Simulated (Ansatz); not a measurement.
Reaction (redistribution): `N#[C][GeH]([C]#N)[C]#N` + `[AlH3]` → `N#[C][GeH2][C]#N` + `N#[C][AlH2]`

Calculated with Ansatz (gas phase, PBE0-D4/def2-TZVP geometries, no zero-point term in ΔE). CCSD(T)/CBS adds triple-zeta CCSD(T) − MP2 to the extrapolated MP2 energy (def2 sets, frozen cores). This one scheme is used for every species. DFT in def2-TZVPP. B3LYP here is the variant with VWN-RPA as its local correlation; programs differ in this. HSE06 is defined as in plane-wave codes. For Ge outer-core shells are correlated without core-valence functions, which leaves a few kJ/mol of doubt a bond. Scalar relativity is left out up to krypton.

`N#[C][GeH]([C]#N)[C]#N`:

```xyz
8

N     2.252    1.489   -1.115
C     1.416    0.784   -0.761
Ge    0.051   -0.424   -0.207
C    -1.627    0.362   -0.646
N    -2.648    0.810   -0.928
C     0.142   -0.563    1.691
N     0.201   -0.678    2.834
H     0.214   -1.781   -0.868
```

`[AlH3]`:

Z-matrix (Å, degrees):
```
Al
H 1 1.586
H 1 1.586 2 120.0
H 1 1.586 2 120.0 3 -179.9
```

`N#[C][GeH2][C]#N`:

Cartesian coordinates in Å:
```
N -2.641 0.732 -0.173
C -1.557 0.444 0.084
Ge 0.234 -0.029 0.566
C 1.147 -0.393 -1.076
N 1.724 -0.619 -2.046
H 0.894 1.166 1.242
H 0.200 -1.301 1.403
```

`N#[C][AlH2]`:

Cartesian coordinates in Å:
```
N 0.695 -2.133 0.768
C 0.357 -1.095 0.395
Al -0.211 0.648 -0.234
H -1.758 0.930 -0.253
H 0.918 1.649 -0.676
```

```
          level  ΔE (eV)
      r2SCAN-D4    -0.88
       B3LYP-D4    -0.85
       HSE06-D4    -0.85
            PBE    -0.85
         r2SCAN    -0.89
  CCSD/def2-SVP    -0.82
 MP2/def2-TZVPP    -0.79
CCSD/def2-TZVPP    -0.82
```

**Question.** What does CCSD(T)/CBS give? (Estimate.)

**Answer.** Computed: -0.87 eV. The listed levels differ from it by -0.01, 0.02, 0.02, 0.02, -0.02, 0.05, 0.08, 0.05 eV.

Largest T1 diagnostic among the species: 0.014.

From BLYP to BHLYP (50 % exact exchange), in def2-TZVPP and without D4, ΔE moves by −0.03 eV. The D4 term adds +0.04 eV with B3LYP and +0.03 eV with PBE0; it sums over pairs of atoms, weighted by their polarisabilities, and B3LYP, whose exchange is more repulsive, gets the larger term. Leaving LDA and LC-ωPBE aside and taking each functional with its dispersion term where it has one, the values, not all of them listed here, spread over 0.10 eV, from r2SCAN0-D4 to B97M-V.
